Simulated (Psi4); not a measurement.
Psi4 input (wB97X-D/6-311+G**):

```
memory 1500 MB

molecule {
0 2
N     1.15580800   -0.31373300   -0.31237400
Si   -0.46273500    0.16813800    0.16347800
H     1.16009600   -1.03632700   -1.03690700
H    -1.09166000   -0.96420500    0.89488000
H    -1.30705400    0.50029200   -1.01421000
H    -0.37375200    1.34244000    1.05416700
symmetry c1
no_reorient
no_com
}

set {
  basis 6-311+G**
  reference uks
  scf_type pk
  dft_radial_points 99
  dft_spherical_points 590
  e_convergence 1e-8
  d_convergence 1e-7
  maxiter 150
}

e = energy('wb97x-d')
print_out(f'\nFINAL {e:.10f} DIPOLE {variable("CURRENT DIPOLE")[0]:.6f} {variable("CURRENT DIPOLE")[1]:.6f} {variable("CURRENT DIPOLE")[2]:.6f}\n')
```

From the output:

```
      25A      0.238605    26A      0.267743    27A      0.324421
      28A      0.327662    29A      0.396686    30A      0.446111
      31A      0.453182    32A      0.496593    33A      0.577258
      34A      0.617210    35A      0.638236    36A      0.695954
      37A      0.842965    38A      0.908548    39A      0.917447
      40A      0.934086    41A      0.950126    42A      0.989053
      43A      1.180052    44A      1.267815    45A      1.277734
      46A      1.334241    47A      1.357329    48A      1.376520
      49A      1.453151    50A      1.495109    51A      1.595175
      52A      1.688719    53A      1.691313    54A      1.721322
      55A      1.954256    56A      2.009515    57A      2.174298
      58A      2.187368    59A      2.204395    60A      2.410428
      61A      2.454832    62A      2.592280    63A      2.673949
      64A      2.691025    65A      2.715526    66A      2.767477
      67A      3.056303    68A      3.959059    69A      4.005007
      70A      4.486009    71A      5.764043    72A     11.529965
      73A     11.541112    74A     11.563139    75A     35.540751
      76A    141.288959

    Final Occupation by Irrep:
              A
    DOCC [    12 ]
    SOCC [     1 ]
    NA   [    13 ]
    NB   [    12 ]

  @UKS Final Energy:  -346.58327262922182

   => Energetics <=

    Nuclear Repulsion Energy =             56.6681239474666611
    One-Electron Energy =                -590.4306049739855098
    Two-Electron Energy =                 208.0374052692824876
    DFT Exchange-Correlation Energy =     -20.8569360592475270
    Empirical Dispersion Energy =          -0.0012608127379779
    VV10 Nonlocal Energy =                  0.0000000000000000
    Total Energy =                       -346.5832726292218240

  UHF NO Occupations:
  HONO-2 :   11  A 1.9995444
  HONO-1 :   12  A 1.9991179
  HONO-0 :   13  A 1.0000000
  LUNO+0 :   14  A 0.0008821
  LUNO+1 :   15  A 0.0004556
  LUNO+2 :   16  A 0.0004077
  LUNO+3 :   17  A 0.0003161

Computation Completed

Properties will be evaluated at   0.000000,   0.000000,   0.000000 [a0]

Properties computed using the SCF density matrix

 Multipole Moments:

 ------------------------------------------------------------------------------------
     Multipole            Electronic (a.u.)      Nuclear  (a.u.)        Total (a.u.)
 ------------------------------------------------------------------------------------

 L = 1.  Multiply by 2.5417464519 to convert [e a0] to [Debye]
 Dipole X            :         -0.5175876           -0.0000076           -0.5175952
 Dipole Y            :         -0.2981581            0.0000019           -0.2981562
 Dipole Z            :         -0.3155415            0.0000076           -0.3155339
 Magnitude           :                                                    0.6755468

 ------------------------------------------------------------------------------------

FINAL -346.5832726292 DIPOLE -0.517595 -0.298156 -0.315534

*** Psi4 exiting successfully. Buy a developer a beer!
```

The geometry given is a B3LYP-D3(BJ)/def2-TZVP minimum.
